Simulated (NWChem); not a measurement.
System: C$_{3}$H$_{5}$BF$_{2}$; SMILES C(B(F)F)C=C

Here is an NWChem input.

```
start job
memory heap 200 mb stack 900 mb global 1100 mb
geometry units angstroms noautosym nocenter noautoz
  B     -0.020218     1.034326    -0.053051
  C     -0.668535    -0.336045    -0.446059
  C      0.219705    -1.527648    -0.276481
  C     -0.055044    -2.591998     0.478725
  H     -0.941518    -0.215531    -1.515381
  H     -1.625920    -0.457763     0.085819
  H      1.175496    -1.495545    -0.813896
  H     -0.992877    -2.672829     1.038557
  H      0.648990    -3.423322     0.566622
  F      1.288055     1.211926    -0.019902
  F     -0.762763     2.092090     0.222721
end
basis spherical
  * library 6-31g*
end
dft
  xc hfexch
  iterations 150
  mulliken
end
task dft energy
esp
  recalculate
  probe 0.07
  range 0.3
  factor 1.0
  spacing 0.02
end
task esp
```

NWChem printed, in part:

```
             Northwest Computational Chemistry Package (NWChem) 7.3.0
             --------------------------------------------------------

                             Geometry "geometry" -> ""
                             -------------------------

 Output coordinates in angstroms (scale by  1.889725989 to convert to a.u.)

  No.       Tag          Charge          X              Y              Z
 ---- ---------------- ---------- -------------- -------------- --------------
    1 B                    5.0000    -0.02021800     1.03432600    -0.05305100
    2 C                    6.0000    -0.66853500    -0.33604500    -0.44605900
    3 C                    6.0000     0.21970500    -1.52764800    -0.27648100
    4 C                    6.0000    -0.05504400    -2.59199800     0.47872500
    5 H                    1.0000    -0.94151800    -0.21553100    -1.51538100
    6 H                    1.0000    -1.62592000    -0.45776300     0.08581900
    7 H                    1.0000     1.17549600    -1.49554500    -0.81389600
    8 H                    1.0000    -0.99287700    -2.67282900     1.03855700
    9 H                    1.0000     0.64899000    -3.42332200     0.56662200
   10 F                    9.0000     1.28805500     1.21192600    -0.01990200
   11 F                    9.0000    -0.76276300     2.09209000     0.22272100

 Effective nuclear repulsion energy (a.u.)     210.4730359068

  xc_inp: hfexch multiplicative factor not found.

                                 NWChem DFT Module
                                 -----------------

 Summary of "ao basis" -> "ao basis" (spherical)
 ------------------------------------------------------------------------------
       Tag                 Description            Shells   Functions and Types
 ---------------- ------------------------------  ------  ---------------------
 B                           6-31g*                  6       14   3s2p1d
 C                           6-31g*                  6       14   3s2p1d
 H                           6-31g*                  2        2   2s
 F                           6-31g*                  6       14   3s2p1d

            General Information
            -------------------
          SCF calculation type: DFT
          Wavefunction type:  closed shell.
          No. of atoms     :    11
          No. of electrons :    46
           Alpha electrons :    23
            Beta electrons :    23
          Charge           :     0
          Spin multiplicity:     1
          Use of symmetry is: off; symmetry adaption is: off
          Maximum number of iterations: 150
          AO basis - number of functions:    94
                     number of shells:    46
          Convergence on energy requested:  1.00D-06
          Convergence on density requested:  1.00D-05
          Convergence on gradient requested:  5.00D-04

              XC Information
              --------------
                     Hartree-Fock (Exact) Exchange  1.000

      Superposition of Atomic Density Guess
      -------------------------------------

 Sum of atomic energies:        -338.74267768

      Non-variational initial energy
      ------------------------------

 Total energy =    -341.505933
 1-e energy   =    -882.755247
 2-e energy   =     330.776278
 HOMO         =      -0.288833
 LUMO         =       0.034866

     ---------------------------------------------
      Total Density - Mulliken Population Analysis
     ---------------------------------------------

    Atom       Charge   Shell Charges
 -----------   ------   -------------------------------------------------------
    1 B    5     3.85   2.00  0.50  0.87  0.24  0.12  0.13
    2 C    6     6.70   2.00  0.71  2.05  0.65  1.26  0.03
    3 C    6     6.11   2.00  0.73  1.87  0.53  0.94  0.04
    4 C    6     6.55   2.00  0.74  1.99  0.62  1.17  0.03
    5 H    1     0.74   0.44  0.30
    6 H    1     0.76   0.46  0.30
    7 H    1     0.79   0.47  0.32
    8 H    1     0.78   0.46  0.32
    9 H    1     0.78   0.46  0.31
   10 F    9     9.47   2.00  0.95  3.46  0.97  2.09  0.01
   11 F    9     9.47   2.00  0.95  3.46  0.98  2.09  0.01

   convergence    iter        energy       DeltaE   RMS-Dens  Diis-err
 ---------------- ----- ----------------- --------- --------- ---------
 d= 0,ls=0.0,diis     1   -340.0985714823 -5.51D+02  6.41D-03  6.71D-01
 d= 0,ls=0.0,diis     2   -340.1722573442 -7.37D-02  1.97D-03  1.56D-01
 d= 0,ls=0.0,diis     3   -340.1857517722 -1.35D-02  8.16D-04  7.46D-03
 d= 0,ls=0.0,diis     4   -340.1869098070 -1.16D-03  1.64D-04  2.17D-04
 d= 0,ls=0.0,diis     5   -340.1869518467 -4.20D-05  5.55D-05  1.54D-05
  Resetting Diis
 d= 0,ls=0.0,diis     6   -340.1869557225 -3.88D-06  2.04D-05  2.62D-06
 d= 0,ls=0.0,diis     7   -340.1869562302 -5.08D-07  5.25D-06  1.25D-07

         Total DFT energy =     -340.186956230196
      One electron energy =     -886.377135683580
           Coulomb energy =      377.231340989637
    Exchange-Corr. energy =      -41.514197443034
 Nuclear repulsion energy =      210.473035906782

 Numeric. integr. density =        0.000000000000

                       DFT Final Molecular Orbital Analysis
                       ------------------------------------

 Vector   21  Occ=2.000000D+00  E=-5.198194D-01
              MO Center= -3.8D-01, -4.0D-01, -2.0D-01, r^2= 2.8D+00
   Bfn.  Coefficient  Atom+Function         Bfn.  Coefficient  Atom+Function
  ----- ------------  ---------------      ----- ------------  ---------------
    18      0.285064   2 C  py               17      0.234981   2 C  px
     4     -0.205613   1 B  py               22      0.187992   2 C  py
    46      0.183742   4 C  py               59     -0.178926   6 H  s
    33      0.173566   3 C  pz               21      0.170478   2 C  px
    60     -0.148084   6 H  s                70      0.148442  10 F  py

 Vector   22  Occ=2.000000D+00  E=-4.968469D-01
              MO Center= -1.5D-02, -1.7D+00,  2.3D-03, r^2= 2.9D+00
   Bfn.  Coefficient  Atom+Function         Bfn.  Coefficient  Atom+Function
  ----- ------------  ---------------      ----- ------------  ---------------
    31      0.280030   3 C  px               45     -0.228406   4 C  px
    18      0.206933   2 C  py               61      0.195325   7 H  s
    35      0.179734   3 C  px               17     -0.178313   2 C  px
    63      0.168845   8 H  s                62      0.164151   7 H  s
    65     -0.164606   9 H  s                49     -0.151476   4 C  px

 Vector   23  Occ=2.000000D+00  E=-3.607462D-01
              MO Center=  2.9D-03, -1.9D+00,  6.1D-02, r^2= 2.0D+00
   Bfn.  Coefficient  Atom+Function         Bfn.  Coefficient  Atom+Function
  ----- ------------  ---------------      ----- ------------  ---------------
    47      0.294690   4 C  pz               33      0.271121   3 C  pz
    51      0.248725   4 C  pz               37      0.232700   3 C  pz
    46      0.164079   4 C  py               45      0.161492   4 C  px
    32      0.156046   3 C  py               31      0.149890   3 C  px
    50      0.138525   4 C  py               49      0.137031   4 C  px

 Vector   24  Occ=0.000000D+00  E= 1.731934D-01
              MO Center= -6.3D-02, -7.9D-01, -6.0D-02, r^2= 4.3D+00
   Bfn.  Coefficient  Atom+Function         Bfn.  Coefficient  Atom+Function
  ----- ------------  ---------------      ----- ------------  ---------------
    58      0.607694   5 H  s                51     -0.409723   4 C  pz
     9      0.387229   1 B  pz               37      0.386731   3 C  pz
    20     -0.326573   2 C  s                 5      0.279252   1 B  pz
    50     -0.260849   4 C  py               35      0.243179   3 C  px
    33      0.207750   3 C  pz               49     -0.208158   4 C  px

 Vector   25  Occ=0.000000D+00  E= 1.852897D-01
              MO Center= -3.9D-02, -3.0D-01,  2.7D-02, r^2= 4.4D+00
   Bfn.  Coefficient  Atom+Function         Bfn.  Coefficient  Atom+Function
  ----- ------------  ---------------      ----- ------------  ---------------
     9      0.562957   1 B  pz               37     -0.429777   3 C  pz
    51      0.397515   4 C  pz                5      0.315054   1 B  pz
    60     -0.314970   6 H  s                36     -0.301781   3 C  py
    33     -0.198603   3 C  pz               58      0.195470   5 H  s
    75     -0.193388  10 F  pz               50      0.189963   4 C  py

 Vector   26  Occ=0.000000D+00  E= 2.380120D-01
              MO Center= -5.6D-01, -5.6D-01, -5.7D-01, r^2= 5.6D+00
   Bfn.  Coefficient  Atom+Function         Bfn.  Coefficient  Atom+Function
  ----- ------------  ---------------      ----- ------------  ---------------
    20      1.889135   2 C  s                58     -1.171019   5 H  s
     6     -1.063973   1 B  s                60     -0.913006   6 H  s
    34      0.596944   3 C  s                62     -0.591016   7 H  s
    48      0.581616   4 C  s                66     -0.577462   9 H  s
    21     -0.558545   2 C  px               35      0.418109   3 C  px

     ---------------------------------------------
      Total Density - Mulliken Population Analysis
     ---------------------------------------------

    Atom       Charge   Shell Charges
 -----------   ------   -------------------------------------------------------
    1 B    5     4.01   2.00  0.50  1.17  0.07  0.10  0.17
    2 C    6     6.64   2.00  0.63  2.08  0.70  1.19  0.04
    3 C    6     6.12   2.00  0.67  1.96  0.51  0.93  0.05
    4 C    6     6.41   2.00  0.67  1.97  0.61  1.13  0.04
    5 H    1     0.80   0.51  0.30
    6 H    1     0.80   0.51  0.28
    7 H    1     0.81   0.52  0.28
    8 H    1     0.83   0.52  0.30
    9 H    1     0.82   0.52  0.30
   10 F    9     9.38   2.00  0.93  3.31  1.01  2.12  0.01
   11 F    9     9.39   2.00  0.93  3.31  1.01  2.12  0.01

     -------------------------------------------
      Total Density - Lowdin Population Analysis
     -------------------------------------------

    Atom       Charge   Shell Charges
 -----------   ------   -------------------------------------------------------
    1 B    5     4.86   1.97  0.41  1.11  0.29  0.63  0.43
    2 C    6     6.32   1.99  0.52  1.90  0.42  1.42  0.07
    3 C    6     6.12   1.99  0.53  1.79  0.41  1.31  0.10
    4 C    6     6.29   1.99  0.55  1.80  0.45  1.43  0.07
    5 H    1     0.84   0.48  0.36
    6 H    1     0.85   0.49  0.36
    7 H    1     0.86   0.50  0.36
    8 H    1     0.87   0.49  0.38
    9 H    1     0.86   0.49  0.37
   10 F    9     9.06   1.99  0.90  3.18  0.78  2.19  0.02
   11 F    9     9.07   1.99  0.90  3.18  0.78  2.19  0.02

     Multipole analysis of the density
     ---------------------------------

     L   x y z        total         alpha         beta         nuclear
     -   - - -        -----         -----         ----         -------
     0   0 0 0     -0.000000    -23.000000    -23.000000     46.000000

     1   1 0 0     -0.253838     -0.001692     -0.001692     -0.250455
     1   0 1 0     -0.448712     -0.138031     -0.138031     -0.172649
     1   0 0 1     -0.204391      0.409025      0.409025     -1.022442

     2   2 0 0    -26.264376    -65.766769    -65.766769    105.269163
     2   1 1 0     -0.345330      0.908904      0.908904     -2.163138
     2   1 0 1     -0.596989      1.166662      1.166662     -2.930312
     2   0 2 0    -27.938257   -253.776688   -253.776688    479.615119
     2   0 1 1     -1.399355      5.586275      5.586275    -12.571906
     2   0 0 2    -24.206227    -26.132823    -26.132823     28.059420

                     NWChem Electrostatic Potential Fit Module
                     -----------------------------------------

 Atom parameters

 Number of atoms is                                   11
 Number of basis functions is                         94

 Grid parameters

 Maximum number of grid points is                  42939
 Number of grid points is                          42938
 Grid range                                     0.300000 nm
 Grid spacing                                   0.020000 nm
 Probe radius                                   0.070000 nm
 Atom radius factor                             1.000000

 Atomic radii

    1    0.100000
    5    0.158000
    6    0.147000
    9    0.128000
 FASTESP  F
  using M.O. file = ./job.movecs

    Atom              Coordinates                           Charge

                                                  ESP

    1 B    -0.002022    0.103433   -0.005305    0.840892
    2 C    -0.066854   -0.033605   -0.044606   -0.202462
    3 C     0.021971   -0.152765   -0.027648    0.002808
    4 C    -0.005504   -0.259200    0.047873   -0.473063
    5 H    -0.094152   -0.021553   -0.151538    0.052711
    6 H    -0.162592   -0.045776    0.008582    0.057758
    7 H     0.117550   -0.149555   -0.081390    0.083136
    8 H    -0.099288   -0.267283    0.103856    0.187108
    9 H     0.064899   -0.342332    0.056662    0.170788
   10 F     0.128806    0.121193   -0.001990   -0.353173
   11 F    -0.076276    0.209209    0.022272   -0.366502
                                            ------------
                                               -0.000000

 Dipole moment                                  0.637862

 Quadrupole moment Qxx                          0.059932
                   Qyy                         -6.828961
                   Qzz                          6.769029

 RMS deviation kJ/mol                           0.053708

 RRMS %                                        31.134081
```

Level: Hartree-Fock/6-31G* (spherical d). Geometry: optimised at PBE0/def2-SVP.
